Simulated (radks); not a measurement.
Q: The mean radii <r> (bohr) of the occupied orbitals of an atom or ion are listed with their occupations. All-electron calculation, Dirac Kohn-Sham, BLYP, spin-unpolarised, spherical densities, point nucleus. Program: a radial shooting solver on a logarithmic mesh with Libxc functionals.

orbital  occ.      <r>
1s1/2       2  0.06959
2s1/2       2   0.3249
2p1/2       2   0.2881
2p3/2       4   0.2908
3s1/2       2   0.9925
3p1/2       2    1.052
3p3/2       4    1.060
3d3/2     0.4    1.269
3d5/2     0.6    1.271

Name the element and its charge. Open shells, if any, are shared by 2j + 1.

A: Z = 22, titanium, charge +3: Ti3+ in [Ar] 3d1. The 1s radius gives Z: for a bare nucleus <r> = (2 gamma + 1)/(2Z) with gamma = sqrt(1 - (Z/c)^2), 0.06759 bohr for Z = 22, and screening makes it slightly larger (0.06959 here). The occupations add up to 19, and the charge is Z minus that.
